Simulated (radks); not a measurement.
Excited configurations of Rb I: one electron is placed in a higher orbital outside [Kr]. The ground configuration is [Kr] 5s1. Calculated with a radial shooting solver on a logarithmic mesh with Libxc functionals: scalar-relativistic Kohn-Sham, LDA (Slater exchange, Perdew-Wang correlation), spin-polarised, spherical densities, finite nucleus; open shells are filled with parallel spins first (spin-orbit coupling, left out, can overturn this in heavy ions); Fermi nuclear charge, rms radius 4.2036 fm. Excitation = E - E(ground); binding = E(ion) - E, where the ion is the core of charge +1; n* = 1/sqrt(2 binding) in atomic units, and the quantum defect is n - n*.

\begin{tabular}{lrrrr}
outer orbital & excitation (eV) & binding (eV) & n* & quantum defect \\ \hline
4d & 2.380 & 2.025 & 2.592 & 1.408 \\
4f & 3.472 & 0.933 & 3.819 & 0.181 \\
5p & 1.656 & 2.749 & 2.225 & 2.775 \\
6s & 2.489 & 1.916 & 2.665 & 3.335 \\
6p & 2.991 & 1.414 & 3.102 & 2.898 \\
6d & 3.580 & 0.824 & 4.063 & 1.937 \\
6f & 3.948 & 0.457 & 5.459 & 0.541 \\
7p & 3.539 & 0.866 & 3.965 & 3.035 \\
7d & 3.840 & 0.565 & 4.908 & 2.092 \\
\end{tabular}

The Delta-SCF ionisation energy is 4.405 eV (NIST Atomic Spectra Database: 4.177 eV, measured). Self-interaction in the functional shifts the binding energies and quantum defects, so they are the method's values and not measured ones.
